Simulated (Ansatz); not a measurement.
Reaction (cleavage of the Si–Ge bond): `F[Si@H]1[O][Ge@H]1[SiH3]` + `B[SiH2]N` → `B[SiH2]N[SiH3]` + `F[SiH]1[O][GeH2]1`

Gas-phase electronic energies from Ansatz, PBE0-D4/def2-TZVP geometries. CCSD(T)/CBS adds triple-zeta CCSD(T) − MP2 to the extrapolated MP2 energy (def2 sets, frozen cores). DFT in def2-TZVPP. B3LYP here is the variant with VWN-RPA as its local correlation; programs differ in this. For Ge outer-core shells are correlated without core-valence functions, which leaves a few kJ/mol of doubt a bond. Scalar relativity is left out up to krypton. Each species was taken in one conformer, which may not be the lowest.

```csv
level,ΔE (kJ/mol)
r2SCAN-D4,-23.2
PBE,-11.5
B3LYP,-25.1
CCSD/CBS(def2),-30.3
```

Task: What does CCSD(T)/CBS give? (Best estimate.)

Result: The calculation gave: -28.2 kJ/mol. The listed levels differ from it by 5.0, 16.7, 3.1, -2.1 kJ/mol.

Largest T1 diagnostic among the species: 0.015.

In def2-TZVPP, CCSD(T) changes the Hartree–Fock value by +14.3 kJ/mol (the triples alone add +2.1 kJ/mol) and MP2 by +10.5 kJ/mol. From PBE to PBE0 (25 % exact exchange), in def2-TZVPP and without D4, ΔE moves by −6.4 kJ/mol.
